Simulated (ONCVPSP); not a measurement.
**Plane-wave convergence, ONCV potential for Pr**

praseodymium (Pr), optimised norm-conserving Vanderbilt (ONCV), made with ONCVPSP 4.0.1 (LDA (Perdew-Zunger), scalar-relativistic). Core [Kr], reference 4d10 4f2.5 5s2 5p6 5d0.5 6s2. Waves: 5s+6s: rc 2.85 bohr, ncon 4, nbas 8, qcut 4 1/bohr, 2 projectors; 5p: rc 2.25 bohr, ncon 4, nbas 9, qcut 6 1/bohr, 2 projectors, debl 1.3 Ha; 4d+5d: rc 1.15 bohr, ncon 4, nbas 9, qcut 11.9 1/bohr, 2 projectors; 4f: rc 1.36 bohr, ncon 4, nbas 8, qcut 10 1/bohr, 2 projectors, debl 4 Ha. Local part: polynomial inside 1.05 bohr (lpopt 5, dvloc0 2 Ha). Core correction: none.

**Question.** For each optimised wave give the share of its norm inside rc, the residual kinetic energy above qcut (Ha) and the cutoffs (Ha) for errors of 10, 1, 0.1 and 0.01 mHa per electron.

**Answer.**

```tsv
wave	norm inside rc	residual KE	10 mHa	1 mHa	0.1 mHa	0.01 mHa
5s	0.987	2.6e-06	2.2	3.0	5.5	7.2
6s	0.140	1.6e-05	1.8	3.1	6.6	9.9
5p	0.814	1.0e-06	4.4	11.2	14.0	16.1
p projector 2	0.166	3.9e-06	4.5	12.2	15.2	17.2
4d	0.925	8.9e-05	53.6	62.0	70.7	217.7
5d	0.029	2.4e-05	43.3	55.9	65.2	84.8
4f	0.745	3.7e-03	46.2	96.5	150.0	230.4
f projector 2	0.131	2.0e-02	54.7	164.1	190.7	236.9
```

The occupied waves need 97 Ha and 150 Ha for 1 and 0.1 mHa. Note: ghosts flagged at negative energy: s at -112.0 eV; GHOST(+) flagged for p at 56.4 eV. A true bound ghost makes a file unfit for plane-wave use. Tests left out (the all-electron energies of this program are off by 10 to 40 meV for near-neutral 4f atoms).
